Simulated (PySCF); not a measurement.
Give a GFN2-xTB geometry of `C=C(F)CC[NH2+]C`. (Charge +1.)

```
atom  x, y, z in Å
C1     3.0453   -0.0199    0.5191
C2     1.7475   -0.1663    0.6624
F3     1.0788    0.5708    1.6098
C4     0.8065   -1.0694   -0.0813
C5    -0.3813   -0.3139   -0.6819
N6    -1.2993    0.1878    0.3765
C7    -2.4423    0.9560   -0.1488
H8     3.5886   -0.5807   -0.2167
H9     3.6008    0.6593    1.1405
H10    1.3591   -1.5540   -0.8845
H11    0.4464   -1.8529    0.5930
H12   -0.9465   -0.9720   -1.3448
H13   -0.0269    0.5426   -1.2600
H14   -1.6429   -0.6108    0.9247
H15   -0.7494    0.7745    1.0257
H16   -3.0415    0.3311   -0.8086
H17   -2.0834    1.8164   -0.7102
H18   -3.0682    1.3078    0.6683
```

Orientation and origin are arbitrary. Atoms count from 1 in this order. H15 on N6 lies 1.93 Å from F3, 5 bonds away (angle at H 129°; Bondi radii sum to 2.67 Å). Of the pairs four or more bonds apart, those above aside, F3···N6 is among the closest relative to their van der Waals radii: 2.71 Å, 90 % of the sum of Bondi's values. N6 (ammonium nitrogen) is distorted tetrahedral (angles from 106.5° to 113.6°). C1 (terminal =CH2 carbon) is planar (angles 121.2°, 121.1° and 117.7°, sum 360.0°, 0.00 Å off the plane of its three neighbours).

Bonds between heavy atoms (Å): C1=C2 1.314, C2–F3 1.374, C2–C4 1.501, C4–C5 1.530, C5–N6 1.488, N6–C7 1.474.

The geometry is computed with GFN2-xTB (gas phase).

Point group: C1 (no symmetry element, even within 0.4 Å). Stationary, but not proved a minimum. Torsions: C1–C2–C4–C5 -127°, C2–C4–C5–N6 -69°, C4–C5–N6–C7 178°.

One conformer stands for the species.
